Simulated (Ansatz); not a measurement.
CH8AlNSi2 (`C=N[SiH2][AlH][SiH3]`), relaxed with RKS PBE0-D4/def2-TZVP in Ansatz from a PBE-D4/def2-SVP geometry. The force threshold is 0.005 eV/Å; the program also tests the step.

Charge 0, multiplicity 1.

Start:

```xyz
13

C     1.143    0.233   -2.237
N     1.160    0.875   -1.136
Si    1.774    0.285    0.423
Al   -0.262    0.043    1.798
Si   -2.419   -0.359    0.678
H     1.573   -0.793   -2.390
H     0.675    0.685   -3.144
H     2.576   -1.008    0.320
H     2.702    1.349    0.951
H    -0.193    0.094    3.404
H    -2.348   -0.198   -0.820
H    -2.887   -1.771    0.958
H    -3.496    0.566    1.193
```

```tsv
step	energy (eV)	largest force (eV/Å)	largest move (Å)
1	-24997.4346	0.850	0.000
2	-24997.4849	0.266	0.067
3	-24997.4862	0.365	0.032
4	-24997.4882	0.329	0.088
5	-24997.4919	0.075	0.037
6	-24997.4926	0.008	0.018
7	-24997.4928	0.010	0.019
8	-24997.4930	0.015	0.046
9	-24997.4931	0.022	0.031
10	-24997.4933	0.038	0.044
11	-24997.4934	0.039	0.027
14	-24997.4940	0.036	0.034
17	-24997.4946	0.044	0.061
20	-24997.4952	0.045	0.035
23	-24997.4961	0.039	0.084
26	-24997.4966	0.035	0.081
29	-24997.4968	0.011	0.023
32	-24997.4970	0.012	0.022
35	-24997.4970	0.012	0.010
38	-24997.4971	0.006	0.010
41	-24997.4971	0.010	0.008
44 (rejected)	-24997.4971	0.016	0.017
47	-24997.4971	0.013	0.006
50	-24997.4972	0.010	0.009
52	-24997.4972	0.004	0.002
```

End:

```xyz
13

C     1.140    0.364   -2.221
N     1.069    0.945   -1.108
Si    1.711    0.328    0.398
Al   -0.234   -0.180    1.819
Si   -2.413   -0.438    0.712
H     1.655   -0.596   -2.387
H     0.674    0.808   -3.108
H     2.581   -0.880    0.182
H     2.578    1.399    0.964
H    -0.082   -0.332    3.396
H    -2.265   -1.088   -0.622
H    -3.396   -1.237    1.498
H    -3.016    0.907    0.478
```

Run time 4 min (4 threads of an Arm Neoverse V1 on a shared host); peak host memory 0.67 GiB.
